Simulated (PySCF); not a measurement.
Cl₄H₂Si₂, SMILES Cl[Si](Cl)(Cl)[SiH2]Cl.

The structure is a stationary point at ωB97X-D3(BJ)/def2-SVP. The values are those of a single conformer.

All values below come from PBE/def2-TZVP in PySCF.

Symmetry labels are those of the subgroup Cs that the program uses (full group Cs).

Computed valence orbital energies around the gap with their symmetry:
| orbital | symmetry | energy (eV) |
|---|---|---|
| HOMO−7 | A" | -8.87 |
| HOMO−6 | A' | -8.86 |
| HOMO−5 | A' | -8.58 |
| HOMO−4 | A" | -8.30 |
| HOMO−3 | A' | -8.29 |
| HOMO−2 | A" | -8.00 |
| HOMO−1 | A" | -7.94 |
| HOMO | A' | -7.28 |
| LUMO | A' | -2.01 |
| LUMO+1 | A" | -1.51 |
| LUMO+2 | A' | -1.40 |
| LUMO+3 | A' | -0.21 |
